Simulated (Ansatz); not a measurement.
Consider the redistribution: `N=[C](O)[AlH][F]` + `B[SiH2]F` → `[F][AlH][F]` + `B[SiH2]C(=N)O`.

Calculated with Ansatz (gas phase, PBE0-D4/def2-TZVP geometries, no zero-point term in ΔE). CCSD(T)/CBS adds triple-zeta CCSD(T) − MP2 to the extrapolated MP2 energy (def2 sets, frozen cores). This one scheme is used for every species. DFT in def2-TZVPP. B3LYP here is the variant with VWN-RPA as its local correlation; programs differ in this. One conformer a species, not always the lowest.

| level | ΔE (kJ/mol) | difference from CCSD(T)/CBS |
| --- | --- | --- |
| PBE-D4 | -51.9 | 1.9 |
| r2SCAN-D4 | -52.9 | 0.9 |
| PBE0-D4 | -51.8 | 2.0 |
| B3LYP-D4 | -50.3 | 3.5 |
| ωB97X-V | -49.7 | 4.1 |
| ωB97M-V | -49.3 | 4.5 |
| B2PLYP | -50.1 | 3.7 |
| PBE | -49.6 | 4.2 |
| r2SCAN | -52.1 | 1.7 |
| PBE0 | -49.8 | 4.0 |
| B3LYP | -46.7 | 7.1 |
| HF/def2-TZVPP | -43.2 | 10.6 |
| MP2/def2-TZVPP | -56.0 | -2.2 |
| SCS-MP2/def2-TZVPP | -52.7 | 1.1 |
| CCSD/def2-TZVPP | -52.1 | 1.7 |
| CCSD(T)/def2-TZVPP | -53.3 | 0.5 |
| HF/def2-QZVPP | -44.1 | 9.7 |
| MP2/def2-QZVPP | -56.6 | -2.8 |
| SCS-MP2/def2-QZVPP | -53.4 | 0.4 |
| HF/CBS(def2) | -44.2 | 9.6 |
| MP2/CBS(def2) | -56.4 | -2.6 |
| CCSD/CBS(def2) | -52.6 | 1.2 |
| CCSD(T)/CBS | -53.8 | 0 |

Largest T1 diagnostic among the species: 0.015.

In def2-TZVPP, CCSD(T) changes the Hartree–Fock value by −10.1 kJ/mol (the triples alone add −1.2 kJ/mol) and MP2 by −12.8 kJ/mol. The D4 term adds −3.6 kJ/mol with B3LYP and −2.1 kJ/mol with PBE0; it sums over pairs of atoms, weighted by their polarisabilities, and B3LYP, whose exchange is more repulsive, gets the larger term.
